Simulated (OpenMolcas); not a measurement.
## Ba+: effect of the basis set

```
Program             : OpenMolcas
Method              : SS-CASPT2, IPEA 0.25 Eh, imaginary shift 0.1 Eh (closed shells correlated: 5s 5p)
Active space        : 1 electron in 4 orbitals (6s 6p)
State averaging     : 2S+1 = 2 even, 1 root; 2S+1 = 2 odd, 3 roots
Spin-orbit coupling : state interaction with AMFI integrals over the reference wave functions, term energies averaged over their components
```

A. ANO-R1 [7s6p3d1f], X2C, finite nucleus; CASPT2 step about 0.5 core-seconds
B. ANO-R2 [8s6p4d2f1g], X2C, finite nucleus; CASPT2 step about 1 core-seconds
C. ANO-RCC-VTZP [8s7p4d2f1g], DKH2, point nucleus; CASPT2 step of the order of 1.5 core-seconds
D. ANO-RCC-VTZP [8s7p4d2f1g], X2C, point nucleus; CASPT2 step about 0.7 core-seconds
E. ANO-RCC-VQZP [9s8p5d3f2g], DKH2, point nucleus; CASPT2 step about 2.1 core-seconds
F. ANO-R3 [9s7p4d3f2g1h], X2C, finite nucleus; CASPT2 step about 2.1 core-seconds

Energies in eV above 6s ²S_1/2, the measured ground level; measured values from NIST Handbook of Basic Atomic Spectroscopic Data.

```csv
Level,A,B,C,D,E,F,Measured
6s ²S_1/2,0.0000,0.0000,0.0000,0.0000,0.0000,0.0000,0.0000
6p ²P°_1/2,2.933,2.896,2.474,2.476,2.533,2.837,2.5121
6p ²P°_3/2,3.111,3.073,2.602,2.605,2.676,3.047,2.7218
```

Deviations, from unrounded energies. A percentage is the sum of absolute deviations over the sum of measured energies, with the sign that they share, or ± where signs differ.

```tsv
Against measurement	Levels	A	B	C	D	E	F
mean absolute deviation (cm-1)	2	3300	3000	640	620	270	2600
other configurations (%)	2	+15.5	+14.0	-3.0	-2.9	±1.3	+12.4
```

E lies closest to measurement on these levels and A furthest from it. The largest miss of E in the table is 6p ²P°_3/2, by -370 cm-1. The ranking rests on the paired levels alone, and a cruder setting can come out closer through cancelling errors.

Among A to F the level of the table that moves most is 6p ²P°_3/2, by 4100 cm-1 (lowest in C, highest in A).

ANO sets are built for ground and valence states and can reach diffuse excited orbitals poorly. With one active electron, CASPT2 adds the correlation within the correlated inactive shells and between them and that electron, and leaves the splitting within a term as the reference gives it. The ANO-R sets hold no well-fitted valence p shell for this element, so s → p excitations can come out far too high (holds for A; B; F). Measured partners are found by configuration, term and J. A level has none where our copy of the source lacks it or the pairing is in doubt (some pairs that miss far off the trend of their configuration count as doubtful), and it then counts in no deviation. Only configurations of the active space appear.

° marks odd parity.
